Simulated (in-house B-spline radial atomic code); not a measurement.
Ionising Nd⁴⁹⁺ with different functionals

Computed with a radial B-spline atomic code at the basis-set limit: scalar-relativistic (spin-free X2C) Hamiltonian, Fermi nucleus of rms radius 4.9123 fm, spin-polarised at highest spin, spherical fractional occupations for the functionals. The ionisation energy is the difference of two self-consistent energies, [Ne] 3s1 → [He] 2s2 2p6, without Breit or QED terms; ε is the level of the shell that loses the electron (its least bound occupied spin orbital). There is no spin-orbit coupling in this Hamiltonian.

```csv
method,rung,ΔSCF (eV),-ε(3s) (eV)
LDA VWN5,LDA,4308.2,4266.9
revTPSS,meta-GGA,4308.0,4268.6
r2SCAN0,global hybrid,4304.7,4278.6
B3LYP,global hybrid,?,?
BHandHLYP,global hybrid,4309.5,4288.0
CAM-B3LYP,range-separated hybrid,?,?
```

What does CAM-B3LYP give?

ΔSCF 4311.0 eV, and -ε(3s) = 4279.0 eV.

What does B3LYP give?

ΔSCF 4311.0 eV, and -ε(3s) = 4277.1 eV.

Among the functionals, which spreads more, the ΔSCF values or the orbital energies?

The orbital energies: ΔSCF values span about 6.3 eV and the orbital energies 21.1 eV.

How do they compare with the NIST value?

NIST lists 4302 eV ± 4 (tabulated theory, ground level to ground level). Errors run from +2.7 to +9.0 eV; r2SCAN0 is closest (+2.7 eV), though others lie within the uncertainty of it, and part of that can be cancellation, since the calculations leave out Breit-QED terms.
